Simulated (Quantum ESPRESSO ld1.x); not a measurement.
Values are calculated unless marked as measured or tabulated.
Orbital energies (hartree) of the cadmium ion Cd12+, [Kr]: non-relativistic, with first-order perturbation theory as ld1.x prints it (mass-velocity, Darwin and spin-orbit terms), and from the self-consistent Dirac equation with open shells shared by 2j + 1. Spin-unpolarised spherical Kohn-Sham, revPBE, point nucleus, ld1.x of Quantum ESPRESSO 7.5.

orbital  non-rel.  first order     Dirac
1s1/2    -952.313     -986.762  -983.917
2s1/2    -146.733     -155.283  -154.354
2p1/2    -137.450     -145.571  -144.358
2p3/2    -137.450     -139.011  -137.285
3s1/2    -34.8586     -36.7228  -36.3927
3p1/2    -31.0959     -32.7694  -32.3973
3p3/2    -31.0959     -31.5930  -31.1200
3d3/2    -24.1703     -24.5501  -24.0888
3d5/2    -24.1703     -24.2877  -23.8272
4s1/2    -12.0992     -12.5457  -12.4478
4p1/2    -10.7763     -11.1555  -11.0539
4p3/2    -10.7763     -10.8984  -10.7770

First order keeps the non-relativistic potential frozen, so it lacks the indirect effect: the contracted s and p shells screen the nucleus better and push d and f levels up in the self-consistent Dirac solution.
